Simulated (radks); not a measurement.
The numbers below are computed, except where a source is named.
Q: Spin polarisation of the 4d5 shell in the ruthenium ion Ru3+. Start: [Kr] 4d(up 2.5, down 2.5); electrons of 4d are moved from spin down to spin up, other shells keep equal spins. Code: a radial shooting solver on a logarithmic mesh with Libxc functionals. Model: non-relativistic Kohn-Sham, PBEsol, spin-polarised, spherical densities, point nucleus. Estimate the energy gained and the exchange splitting at a moment of 5 Bohr magnetons.

A: At moment 5 the spin-polarisation energy is -5.045 eV and the 4d exchange splitting 4.110 eV, that is 0.822 eV per Bohr magneton; E = -I m^2/4 would give I = 0.807 eV.
